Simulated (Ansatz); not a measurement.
Start from `CSS` and change one atom or group to get `S[S][GeH3]`.

Ansatz, PBE0-D4/def2-TZVP geometries, multiplicity 1. Each molecule was computed in one conformer, which needn't be the lowest.

Scalar relativity is left out up to krypton.

```csv
property,`CSS`
size of the dipole moment (B3LYP/def2-TZVPP) / D,1.72
HOMO–LUMO gap (PBE0/def2-TZVPP) / eV,6.43
HOMO–LUMO gap (PBE/def2-TZVPP) / eV,4.20
HOMO energy (PBE/def2-TZVPP) / eV,-5.70
LUMO energy (PBE0/def2-TZVPP) / eV,-0.49
HOMO–LUMO gap (B3LYP/def2-TZVPP) / eV,5.96
```

Problem. Give the same properties after the change, and the shifts. (An estimate is asked.)

Solution. Ansatz gave: 
```json
{"property": "size of the dipole moment (B3LYP/def2-TZVPP) / D", "`S[S][GeH3]`": "1.43", "shift": "-0.29"}
{"property": "HOMO–LUMO gap (PBE0/def2-TZVPP) / eV", "`S[S][GeH3]`": "6.15", "shift": "-0.28"}
{"property": "HOMO–LUMO gap (PBE/def2-TZVPP) / eV", "`S[S][GeH3]`": "3.99", "shift": "-0.21"}
{"property": "HOMO energy (PBE/def2-TZVPP) / eV", "`S[S][GeH3]`": "-5.99", "shift": "-0.29"}
{"property": "LUMO energy (PBE0/def2-TZVPP) / eV", "`S[S][GeH3]`": "-1.01", "shift": "-0.52"}
{"property": "HOMO–LUMO gap (B3LYP/def2-TZVPP) / eV", "`S[S][GeH3]`": "5.69", "shift": "-0.27"}
```

With PBE0 the HOMO falls by 0.23 eV and the LUMO falls by 0.52 eV, so the gap narrows by about 0.29 eV. PBE moves the HOMO by -0.29 eV and ωB97M-V by -0.16 eV. Dipoles are sizes alone; their direction can turn.

B3LYP here is the variant with VWN-RPA as its local correlation; programs differ in this.
